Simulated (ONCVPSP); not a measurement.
B (Z = 5): one change to an ONCV potential, before and after

| Item | Value |
| --- | --- |
| Element | boron |
| Generator | ONCVPSP 4.0.1 |
| Type | optimised norm-conserving Vanderbilt (ONCV) |
| Functional | PBEsol |
| Relativity | scalar-relativistic |
| Frozen core | [He] |
| Valence charge | 3 |
| Reference configuration | 2s1.5 (charge +1.5) |
| Partial waves | 2s: rc 1.10 bohr, ncon 3, nbas 8, qcut 5.4 1/bohr, 2 projectors, debl 0.9 Ha; p scattering state at 0.12 Ha: rc 0.90 bohr, ncon 3, nbas 8, qcut 10.6 1/bohr, 2 projectors, debl 1.3 Ha; d scattering state at 0.35 Ha: rc 0.85 bohr, ncon 4, nbas 8, qcut 9.6 1/bohr, 2 projectors, debl 1.1 Ha |
| Local potential | polynomial inside 0.75 bohr (lpopt 5, dvloc0 -1 Ha) |
| Core correction | polynomial model core, fcfact 0.2 |

In the s channel the program set the typed energies aside and used -0.927, 0.250 Ha. In the p channel the program set the typed energies aside and used 0.050, 1.350 Ha.

Change: all radii but the core radius scaled by about 1.17 (s 1.28, p 1.06, d 1.00 bohr); local potential polynomial inside 0.88 bohr (lpopt 5, dvloc0 -1 Ha).

Cutoffs: the cutoffs (Ha) at which the residual kinetic energy of the hardest occupied pseudo-wave falls to 1 and 0.1 mHa per electron; they do not see the model core or the augmentation charge, which bear on the density cutoff. Errors are all-electron minus pseudo energies relative to the spin-unpolarised reference configuration.

Q: What does the change do?

A: The potential gets neither clearly harder nor softer (13 Ha and 25 Ha → 12 Ha and 24 Ha); of the 4 tests that both files solve, the error grows in 2 and shrinks in 1 by more than 15 % and 0.3 meV (median size 6.5 → 6.0 meV); neither file shows a bound ghost.

```tsv
quantity	base	changed
cutoff, loose	13 Ha	12 Ha
cutoff, tight	25 Ha	24 Ha
bound ghosts	none	none
GHOST(+) flags under 300 eV	none	s at 183.9 eV
error for 2s2 2p1, meV [ΔE -19.28 eV]	+11	+13
error for 2s2, meV [ΔE -11.14 eV]	+5.0	+4.1
error for 2s1, meV [ΔE 14.12 eV]	+8.1	+7.8
error for 2s1 2p1, meV [ΔE -5.01 eV]	+0.1	+3.0
rms error of d²Exc/dni dnj with the model core, mHa	1.75	1.54
```
